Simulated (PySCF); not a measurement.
Electron correlation in Ne²⁺ (neon, charge +2)

[He] 2s2 2p4, high-spin 3P determinant. All numbers are calculated (PySCF 2.14, scalar relativity by spin-free X2C-1e, in aug-cc-pVQZ-DK (6s5p4d3f2g, 80 functions)). Frozen: 1s2; 6 electrons correlated.

```csv
level,correlation energy (mhartree)
CCSD,-174.95
(T),-1.88
CCSD(T),-176.83
```

Diagnostics: T1 = 0.0027, D1 = 0.0065, largest double amplitude 0.020.

Cost of the coupled-cluster step: about 9 core-seconds, for 6 correlated electrons.
